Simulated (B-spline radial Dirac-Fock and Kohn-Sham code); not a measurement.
**Ir⁷⁺ 5p1/2: cross section and angular parameters**

System: iridium as Ir⁷⁺, [Xe] 4f14 5d2; threshold 172.1 eV (orbital energy of the model). Method: Dirac-Hartree-Slater photoionisation with a Latter tail; cross sections with all multipoles, angular parameters from the dipole term and its interference with E2. Computed with a B-spline atomic structure program.

```csv
hν (eV),σ (kb),β,γ,δ
214,60.7,-0.005,0.162,0.006
255,44.9,-0.093,-0.024,0.035
304,35.9,0.075,-0.066,0.051
338,32.0,0.237,-0.030,0.053
446,24.4,0.686,0.157,0.043
1130,9.09,1.540,0.364,0.003
1140,8.99,1.544,0.361,0.002
1330,7.37,1.602,0.306,0.000
1480,6.39,1.634,0.261,-0.001
1486.9,6.35,1.635,0.259,-0.002
1770,4.98,1.674,0.181,-0.003
1940,4.37,1.689,0.139,-0.004
2900,2.33,1.719,0.003,-0.005
2984.4,?,?,?,?
3070,2.12,1.720,-0.007,-0.005
4910,0.913,1.695,0.050,-0.006
5414.7,0.756,1.685,0.096,-0.005
6000,0.618,1.671,0.156,-0.005
7450,0.398,1.638,0.324,-0.002
9270,0.250,1.598,0.545,0.003
10400,0.194,1.574,0.681,0.007
12000,0.141,1.542,0.868,0.014
13600,0.105,1.512,1.043,0.021
15000,0.0834,1.487,1.188,0.029
```

Q: Give the values at Ag Lα (2984.4 eV).

A: σ = 2.22 kb, β = 1.720, γ = -0.002, δ = -0.005.
